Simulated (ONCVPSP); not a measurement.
manganese: variants of one ONCV potential

Base potential:

Mn (Z = 25), optimised norm-conserving Vanderbilt (ONCV), made with ONCVPSP 4.0.1 (PW91, scalar-relativistic). Core [Ar], reference 3d5 4s1.75 4p0.25. Waves: 4s: rc 2.45 bohr, ncon 4, nbas 9, qcut 2.8 1/bohr, 2 projectors, debl 0.9 Ha; 4p: rc 3.45 bohr, ncon 4, nbas 9, qcut 2.7 1/bohr, 2 projectors, debl 1.7 Ha; 3d: rc 1.35 bohr, ncon 4, nbas 9, qcut 11.3 1/bohr, 2 projectors, debl 2.9 Ha. Local part: polynomial inside 1.05 bohr (lpopt 5, dvloc0 2 Ha). Core correction: Teter function, fcfact 4, rcfact 1.75.

All-electron outer shells of the reference configuration (PW91, scalar-relativistic, ld1.x):

```
shell  level (eV)  outermost node (bohr)  outermost maximum (bohr)
   3s      -86.32                   0.34                      0.74
   3p      -55.08                   0.31                      0.75
   3d       -7.27                      –                      0.76
   4s       -5.44                   1.05                      2.51
   4p       -1.63                   1.16                      3.38
```

Cutoffs, loose and tight: the cutoffs (Ha) at which the residual kinetic energy of the hardest occupied pseudo-wave falls to 1 and 0.1 mHa per electron. They do not see the model core or the augmentation charge, which bear on the density cutoff. Test errors are all-electron minus pseudo excitation energies from the reference, over the configurations 3d5 4s2 4p0; 3d5 4s1 4p0; 3d5 4s0 4p0; 3d5 4s0 4p2. A dash means not determined; rows that change the core or the reference have their own tests. The largest error is taken over the tests solved by every variant that gives reliable tests at all: 3d5 4s0 4p2; 3d5 4s1 4p0; 3d5 4s2 4p0.

A true bound ghost makes a file unfit for plane-wave use even where its test errors are small: the radial tests pick states by their node count and pass the ghost by.

| change | outcome | cutoff, loose | cutoff, tight | bound ghosts | GHOST(+) flags above zero | largest test error (meV) |
| --- | --- | --- | --- | --- | --- | --- |
| base | generated | 50 Ha | 56 Ha | s | p | -53 |
| local potential polynomial inside 1.35 bohr (lpopt 5, dvloc0 0 Ha) | generated | 50 Ha | 56 Ha | s | p | -52 |
| p: rc 2.4 | generated | 50 Ha | 56 Ha | s | p | -53 |
| reference 3d5; waves s scattering state at 0.13 Ha: rc 2.45 bohr, ncon 4, nbas 9, qcut 2.8 1/bohr, 2 projectors, debl 0.9 Ha; p scattering state at 0.09 Ha: rc 3.45 bohr, ncon 4, nbas 9, qcut 2.7 1/bohr, 2 projectors, debl 1.7 Ha | failed: ERROR pspot: first pseudo wave function has node, program will stop | – | – | – | – | – |

Problem. What comes out with this change to the base: core correction Teter function, fcfact 5.4, rcfact 1.75?

Solution. outcome: generated; cutoff, loose: 50 Ha; cutoff, tight: 56 Ha; bound ghosts: s; GHOST(+) flags above zero: p; largest test error (meV): -68.
